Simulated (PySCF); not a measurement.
Compound: CH7GaN2.
SMILES with atom numbers: `[H]/[N:1]=[CH:2]\[GaH2-:3][NH3+:4]` (hydrogens: H5 on N1; H6 on C2; H7, H8 on Ga3; H9, H10, H11 on N4)

Cartesian coordinates in Å at the PBE0-D3(BJ)/def2-SVP level; atoms count from 1:
```xyz
11
CH7GaN2 angstrom
N      2.372   -0.693   -0.007
C      1.509    0.066    0.551
Ga    -0.036    0.949   -0.375
N     -1.545   -0.489    0.152
H      2.182   -0.755   -1.017
H      1.661    0.195    1.645
H     -0.023    0.711   -1.943
H     -0.708    2.239    0.243
H     -1.682   -0.540    1.162
H     -2.445   -0.261   -0.269
H     -1.279   -1.421   -0.169
```

Method: EOM-IP-CCSD/aug-cc-pVDZ in PySCF, restricted Hartree–Fock reference, 12 core orbitals frozen, non-relativistic, gas phase, PBE0-D3(BJ)/def2-SVP geometry.

The vertical ionisation energies are 8.28, 10.36, 11.16, 11.81, 12.95, 14.17, 15.91, 18.44 eV.

Question: Which Hartree–Fock orbital leads each hole, and what is its Koopmans value −ε?

Answer: 
```tsv
leading hole (HF orbital)	Koopmans (eV)	EOM-IP-CCSD (eV)	change (eV)	one-hole share
HOMO	9.37	8.28	-1.09	0.95
HOMO-1	10.94	10.36	-0.58	0.94
HOMO-2	11.39	11.16	-0.23	0.95
HOMO-3	12.81	11.81	-1.00	0.93
HOMO-4	14.77	12.95	-1.82	0.92
HOMO-5	15.54	14.17	-1.37	0.94
HOMO-6	17.54	15.91	-1.63	0.89
HOMO-7	19.53	18.44	-1.09	0.95
```

Question: Does the order of the lines follow the orbital energies?

Answer: Yes, no two lines change places. The corrections run from -1.82 to -0.23 eV, with a mean of -1.10 eV over the 8 lines; no line lies above its Koopmans value.

Question: At what kinetic energies would He II light (40.81 eV) eject these electrons?

Answer: 32.53 eV (HOMO), 30.45 eV (HOMO-1), 29.65 eV (HOMO-2), 29.00 eV (HOMO-3), 27.86 eV (HOMO-4), 26.64 eV (HOMO-5), 24.90 eV (HOMO-6), 22.37 eV (HOMO-7).

Question: What total energy has the lowest final state, and which wavelength reaches it?

Answer: E(CCSD) + ionisation energy = -2074.72030 + 0.30424 = -2074.41606 Eh, at the geometry of the initial state. The threshold wavelength is 1239.84 eV nm/8.28 eV = 149.7 nm.

One root was sought for each valence orbital with −ε under 21 eV, eight at most, so deeper holes and satellites are missing; no vibrational structure.

One conformer stands for the species.
